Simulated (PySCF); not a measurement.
## NMR parameters from quadrupole coupling constants

Compound: methyl 2-butynoate, C5H6O2.
Cartesian coordinates in Å at the PBE0-D3(BJ)/def2-SVP level; atoms count from 1:
```
atom  x, y, z in Å
C1    -3.2201   -0.1097    0.4383
C2    -1.8018   -0.1207    0.1397
C3    -0.6153   -0.1277   -0.1110
C4     0.7816   -0.1687   -0.4893
O5     1.1899   -0.5580   -1.5526
O6     1.5675    0.2828    0.4934
C7     2.9560    0.2788    0.2110
H8    -3.7088   -1.0176    0.0525
H9    -3.7053    0.7592   -0.0332
H10   -3.3989   -0.0529    1.5229
H11    3.4510    0.6754    1.1049
H12    3.1809    0.9096   -0.6618
H13    3.3105   -0.7411   -0.0006
```

Computed at PBE0/pcSseg-1 (PySCF, non-relativistic):

| atom | environment | nucleus | spin I | Q (b) | CQ = χzz (MHz) | η |
| --- | --- | --- | --- | --- | --- | --- |
| O5 | ester carbonyl oxygen | 17O | 5/2 | -0.0256 | 9.771 | 0.150 |
| O6 | ester single-bonded oxygen | 17O | 5/2 | -0.0256 | -10.383 | 0.398 |

Task: Give the quadrupolar product PQ = |CQ|√(1 + η²/3), the quadrupolar frequency νQ = 3|CQ|/[2I(2I − 1)] and the Larmor frequency ν0 = |g| × 7.62259 MHz/T × B at 28.2 T, with g(17O) = −0.75752.

Result: 
```tsv
atom	PQ (MHz)	νQ (MHz)	ν0 (MHz)	νQ/ν0
O5	9.808	1.466	162.83	0.009
O6	10.65	1.557	162.83	0.010
```

For O5: PQ = 9.771 × 1.0037, νQ = 9.771 × 0.1500, ν0 = 5.7742 MHz/T × 28.2 T.

Task: For half-integer spins with νQ below a tenth of ν0, find the second-order shift of the centre of gravity of the central transition at 28.2 and 35.2 T.

Result: From −(3/40)(PQ/ν0)²[I(I + 1) − 3/4]/[I(2I − 1)]², which goes as 1/B² (ppm):

```tsv
site	28.2 T	35.2 T
17O at O5	-21.8	-14
17O at O6	-25.7	-16.5
```

Task: In the extreme-narrowing limit, with isotropic tumbling and one correlation time, the quadrupolar linewidth goes as PQ². What relative widths follow for the 17O sites?

Result: O6 1, O5 0.85, with O6 as 1.

Task: Take a correlation time of 4 ps, isotropic tumbling and extreme narrowing. What quadrupolar relaxation rates and linewidths follow?

Result: 1/T1 = 1/T2 = (3π²/10)(2I + 3)/[I²(2I − 1)] × PQ² × τc; the width is 1/(πT2).

```
     site  spin factor (2I + 3)/[I²(2I − 1)]  1/T1 (s⁻¹)  T1 (ms)  linewidth (Hz)
17O at O5                              0.320         365     2.74             116
17O at O6                              0.320         430     2.33             137
```

Geometry: PBE0-D3(BJ)/def2-SVP, one conformer, isolated molecule. With so small a basis the couplings can be 20 % off.

The run behind these numbers computed NMR shieldings as well. On Arm Neoverse V1, one thread, shared host, this took 17 s wall (with the writing of density and orbital grids).
